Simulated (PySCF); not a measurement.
First SCF of a structure search on quartet OsNI₂, at a hand-made trigonal planar geometry. PySCF input:

```python
from pyscf import gto, scf, dft
mol = gto.M(atom='''
Os     0.000000     0.000000     0.000000
N     -0.880000    -1.524200     0.000000
I      2.620000     0.000000     0.000000
I     -1.310000     2.269000     0.000000''',
    basis={'Os': 'def2-SVP', 'N': 'def2-SVP', 'I': 'def2-SVP'},
    ecp={'Os': 'def2-SVP', 'I': 'def2-SVP'},
    charge=0, spin=3)
mf = dft.UKS(mol, xc='B3LYP')
mf.grids.atom_grid = (50, 194)
aux = {'Os': 'def2-universal-JKFIT', 'N': 'def2-universal-JKFIT', 'I': 'def2-universal-JKFIT'}
mf = mf.density_fit(auxbasis=aux)
mf.conv_tol = 1e-08
mf.diis_space = 10
mf.max_cycle = 60
mf.init_guess = 'huckel'
mf.verbose = 4
mf.kernel()
```

Excerpt of the output (cycles alone):

```
init E= -739.671077347726
cycle= 1 E= -733.885148675438  delta_E= 5.79  |g|= 3.32  |ddm|= 5.68
cycle= 2 E= -704.373356916968  delta_E= 29.5  |g|=  6.8  |ddm|=   15
cycle= 3 E= -735.407160928637  delta_E=  -31  |g|= 2.67  |ddm|= 12.9
cycle= 4 E= -739.062709495577  delta_E= -3.66  |g|= 1.79  |ddm|= 5.42
cycle= 5 E= -736.841503446533  delta_E= 2.22  |g|= 2.49  |ddm|= 3.05
cycle= 6 E= -740.763310761212  delta_E= -3.92  |g|= 0.646  |ddm|= 2.17
cycle= 7 E= -740.938133730891  delta_E= -0.175  |g|= 0.368  |ddm|= 0.568
cycle= 8 E= -740.958721960027  delta_E= -0.0206  |g|= 0.302  |ddm|= 0.186
cycle= 9 E= -740.97800514894  delta_E= -0.0193  |g|= 0.216  |ddm|= 0.117
cycle= 10 E= -740.996063736594  delta_E= -0.0181  |g|= 0.0784  |ddm|= 0.236
cycle= 11 E= -740.999419417711  delta_E= -0.00336  |g|= 0.0396  |ddm|= 0.0964
cycle= 12 E= -741.000202759363  delta_E= -0.000783  |g|= 0.0228  |ddm|= 0.0647
cycle= 13 E= -741.000536193177  delta_E= -0.000333  |g|= 0.00489  |ddm|= 0.0367
cycle= 14 E= -741.000555597847  delta_E= -1.94e-05  |g|= 0.00221  |ddm|= 0.0106
cycle= 15 E= -741.000560105409  delta_E= -4.51e-06  |g|= 0.000327  |ddm|= 0.00578
cycle= 16 E= -741.000560393118  delta_E= -2.88e-07  |g|= 0.00015  |ddm|= 0.00139
cycle= 17 E= -741.000560498476  delta_E= -1.05e-07  |g|= 6.9e-05  |ddm|= 0.000863
cycle= 18 E= -741.00056053394  delta_E= -3.55e-08  |g|= 3.64e-05  |ddm|= 0.000557
cycle= 19 E= -741.000560542513  delta_E= -8.57e-09  |g|= 1.37e-05  |ddm|= 0.000327
Extra cycle  E= -741.000560542928  delta_E= -4.15e-10  |g|= 1.91e-05  |ddm|= 5.71e-05
converged SCF energy = -741.000560542928  <S^2> = 3.7663387  2S+1 = 4.008161
```

No lower solution of this spin was found from smeared starts or by a stability analysis within the unrestricted form.

Other spin states or occupations of the open shell can lie lower. With an element this heavy the missing spin–orbit coupling can shift these numbers.

The search for the lowest solution, 3 starts and the stability check together, took 44 s on 2 threads of a shared Arm Neoverse N1 host, with 98 basis functions; the process peaked at 0.49 GiB.
